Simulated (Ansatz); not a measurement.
Results of the Gaussian-basis code of Ansatz.

Basis-set series for Cl$_{3}$F$_{2}$Ta, SMILES `[F][Ta]([F])([Cl])([Cl])[Cl]`. Charge 0, multiplicity 1. Ta takes the def2 core potential. The geometry is a stationary point of PBE0-D4/def2-TZVP.

```xyz
6

F     1.077   -1.528   -0.380
Ta   -0.006   -0.075   -0.022
F    -1.448   -1.199   -0.433
Cl   -0.654    1.361   -1.658
Cl    1.904    1.155    0.448
Cl   -0.873    0.286    2.046
```

| functional | basis | functions | energy (Eh) | HOMO (eV) | LUMO (eV) |
| --- | --- | --- | --- | --- | --- |
| PBE0-D4 | def2-TZVPP | 244 | -1637.12724 | -9.48 | -3.39 |
| PBE0-D4 | def2-QZVPP | 405 | -1637.17870 | -9.50 | -3.42 |
| ωB97M-V | def2-TZVPP | 244 | -1637.57910 | -11.66 | -1.29 |
| ωB97M-V | def2-QZVPP | 405 | -1637.62780 | -11.69 | -1.33 |

Problem. Give the rows for def2-SVP. (An estimate is asked.)

Solution. The calculation gave: 
| functional | basis | functions | energy (Eh) | HOMO (eV) | LUMO (eV) |
| --- | --- | --- | --- | --- | --- |
| PBE0-D4 | def2-SVP | 114 | -1636.38619 | -9.53 | -3.51 |
| ωB97M-V | def2-SVP | 114 | -1636.83887 | -11.66 | -1.37 |
